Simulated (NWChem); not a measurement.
dimethyl carbonate (C3H6O3); SMILES O=C(OC)OC

```xyz
12

C     -2.3159    -0.0017    -0.0191
O     -1.0778    -0.0009    -0.7041
C      0.0000     0.0000     0.0722
O      0.0000     0.0000     1.2745
O      1.0778     0.0009    -0.7041
C      2.3159     0.0017    -0.0191
H     -2.4178     0.8923     0.6142
H     -3.0927    -0.0054    -0.7926
H     -2.4141    -0.8927     0.6188
H      3.0927     0.0054    -0.7926
H      2.4178    -0.8923     0.6142
H      2.4141     0.8927     0.6188
```
Atoms are numbered in this order, from 1.

Computed with NWChem. All runs use the structure optimised with PBE0/def2-SVP. Level: PBE0/def2-SVP with COSMO at NWChem's default radii, gas-phase geometry; rows give the dielectric constant.

```
dielectric constant  electrostatic solvation energy (kcal/mol)  dipole in solution (D)
-------------------  -----------------------------------------  ----------------------
4.8                                                       -4.8                    0.42
11.7                                                      -5.7                    0.44
20.7                                                      -5.9                    0.44
25.0                                                      -6.0                    0.44
78.4                                                      -6.2                    0.45
```
